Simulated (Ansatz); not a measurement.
Born–Oppenheimer molecular dynamics of C2H2Te (5 atoms, charge 0, multiplicity 1). It starts at the highest image of a converged band, a first-order saddle point between two minima.

The calculation used UKS PBE0-D4/def2-mTZVP in Ansatz.

* ensemble: NVE (velocity Verlet)
* time step: 0.5 fs
* steps asked: 200
* starting velocities drawn for: 100 K
* seed: 5886

First frame:

```xyz
5
Properties=species:S:1:pos:R:3
C -0.657 -0.829 0.293
C 0.280 -0.102 0.011
Te 1.875 1.138 -0.471
H -1.486 -1.453 0.537
H 0.038 1.173 -0.412
```

**Question.** How far do the bonds stretch over the last three quarters of this one trajectory? (Pairs bonded in most of those frames.)

**Answer.** 
| bond | mean (Å) | spread (Å) | shortest | longest |
| --- | --- | --- | --- | --- |
| C1–C2 | 1.210 | 0.013 | 1.19 | 1.23 |
| C1–H4 | 1.067 | 0.005 | 1.06 | 1.08 |
| C2–Te3 | 2.057 | 0.032 | 2.00 | 2.10 |
| Te3–H5 | 1.744 | 0.062 | 1.62 | 1.84 |

Mean temperature of the second half: 1675 K. The conserved energy stayed within 0.23 meV per atom of its start (net change -0.16 meV per atom), so the integration is sound. The kinetic energy rose, since the run started high on the potential surface and went downhill. A run of 0.1 ps of so small a system gives no equilibrium averages. The orbitals were unrestricted but ended closed-shell.

The run took 7.5 min on 2 threads of Arm Neoverse V1, with other jobs on the host, peak memory 0.2 GiB.
